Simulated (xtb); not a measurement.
C₂H₆AlF, charge -1, doublet, geometry from GFN2-xTB (such geometries of metal compounds can be far from the true shape) (a state made from the parent by changing its charge; the spin is typed, not shown lowest). Base run: GFN0-xTB (xtb).

Input for xtb:
```
$ xtb mol.xyz --gfn 0 --chrg -1 --uhf 1 --json

# file mol.xyz
10

Al    -0.26743447    -0.38986576    -0.34817249
C      1.80861426    -0.08224615    -0.55462333
H      2.38561298    -0.95346930    -0.21363024
H      2.22508040     0.78088337    -0.01524576
H      2.09037588     0.06333279    -1.60829854
C     -0.57458685    -0.49181827     1.73572816
H     -1.64201132    -0.60327691     1.97885445
H     -0.22780708     0.37419314     2.31804546
H     -0.07905531    -1.36697989     2.17918314
F     -0.96441243     1.13532868    -0.79992168
```

Each row names what was changed in the base input (with any setting that the change needs).

| change | ΔE vs base (mEh) |
|---|---|
| base | 0.000 |
| file = coord | 0.000 |
| acc = 30 | 0.000 |
| etemp = 10 | 0.000 |
| etemp = 1000 | 0.000 |
